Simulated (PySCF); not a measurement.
CH6O3Si2.
Cartesian coordinates in Å at the PBE0-D3(BJ)/def2-SVP level; atoms count from 1:
```xyz
12
CH6O3Si2 angstrom
O      0.9817    0.2736   -1.3272
C      1.4817    0.0886   -0.2437
O      2.8026    0.0509   -0.0524
Si     0.3906   -0.1730    1.3204
O     -1.1523   -0.0789    0.7658
Si    -2.0408    0.0332   -0.6468
H      3.2255    0.1935   -0.9183
H      0.6741    0.9023    2.3095
H      0.6865   -1.5091    1.9077
H     -1.8473    1.3612   -1.2925
H     -1.6939   -1.0711   -1.5849
H     -3.4704   -0.1050   -0.2433
```

The closed-shell ground state was solved at several levels (PySCF, density fitting, gas phase, non-relativistic).

```csv
level,basis functions,HOMO (eV),LUMO (eV),gap (eV),dipole (D)
B97-D/pcSseg-1,146,-6.56,-1.70,4.86,1.60
PBE0/cc-pVTZ,272,-7.97,-0.77,7.20,1.63
PBE0/pcSseg-2,314,-8.07,-0.88,7.19,1.58
KT3/pcSseg-1,146,-6.65,-1.71,4.94,1.51
PBE0/aug-cc-pVDZ,200,-8.02,-0.89,7.13,1.57
PBE0/def2-TZVP,234,-8.02,-0.85,7.17,1.60
BP86/pcSseg-1,146,-6.66,-1.88,4.78,1.61
B3LYP/pcSseg-1,146,-7.80,-0.96,6.84,1.58
```

Question: What might PBE0/pcSseg-0 (74 basis functions) give for the same quantities?

Answer: HOMO -8.14 eV, LUMO -0.80 eV, gap 7.34 eV, dipole 1.66 D.

Question: Over all these levels, which gives the widest orbital gap and which the narrowest?

Answer: PBE0/pcSseg-0 (global hybrid, 25 % exact exchange) has the widest, 7.34 eV, and BP86/pcSseg-1 (GGA) the narrowest, 4.78 eV. Functional and basis both differ between the two, so the spread mixes both effects.

Question: How much does the basis alone move the frontier levels among the 5 PBE0 rows (the withheld one included)?

Answer: The HOMO by 0.17 eV and the LUMO by 0.12 eV. By rising basis size (HOMO, LUMO in eV): pcSseg-0 -8.14, -0.80; aug-cc-pVDZ -8.02, -0.89; def2-TZVP -8.02, -0.85; cc-pVTZ -7.97, -0.77; pcSseg-2 -8.07, -0.88.

Question: How far do the dipole and the HOMO energy spread over the levels?

Answer: The dipole runs from 1.51 to 1.66 D (mean 1.59 D) and the HOMO from -8.14 to -6.56 eV.

One conformer stands for the species.
